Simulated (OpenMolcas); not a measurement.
Computed levels of 5d2 in ions with 70 electrons, in cm-1 above 3F2.

```json
{"Program": "OpenMolcas 26.06", "Method": "RASSCF", "Basis": "ANO-RCC-VQZP", "Scalar Hamiltonian": "DKH2, point nucleus", "Spin-orbit coupling": "RASSI with atomic mean-field integrals over the reference wave functions, term energies averaged over their components"}
```

Active space for each ion: 8 electrons in 8 orbitals (RAS1 5p, at most 2 holes; RAS2 5d).

| Level | W4+ | Os6+ | Ir7+ |
| --- | --- | --- | --- |
| 3F3 | 6523 | 10295 | 12628 |
| 3F4 | 12294 | 18573 | 22269 |
| 3P0 | 14466 | 17523 | 19040 |
| 3P1 | 18168 | 23845 | 27066 |
| 3P2 | 25284 | 35086 | 40832 |
| 1G4 | 25741 | 34262 | 39228 |
| 1S0 | 47753 | 60789 | 68040 |

Estimate 3F4, 3P0, 3P1 for Re5+ from its neighbours W4+ and Os6+.

3F4 is fine structure, which grows about as the fourth power of a screened charge, so the fourth roots are averaged: ((12294^0.25 + 18573^0.25) / 2)^4 = 15191. The calculation gives 15377, so the estimate is off by -1.2 %.
3P0 is another term, which grows about linearly with the charge: (14466 + 17523) / 2 = 15994. The calculation gives 16005, so the estimate is off by -0.1 %.
3P1 is another term, which grows about linearly with the charge: (18168 + 23845) / 2 = 21006. The calculation gives 20955, so the estimate is off by +0.2 %.

Mixed levels, with the weight of the term that names them: W4+ 3P2 (60 %), Re5+ 3P2 (58 %), Os6+ 3P2 (57 %), Ir7+ 3P2 (55 %).

Without dynamic correlation excited terms often stand tens of per cent too high (terms of higher spin than the ground term too low), and those without a measured partner can miss by more than the paired ones. Active for correlation alone: 5p; no level in the range computed is led by a configuration that opens it, so any true level of that kind is missing. Levels of configurations outside the active space are missing.
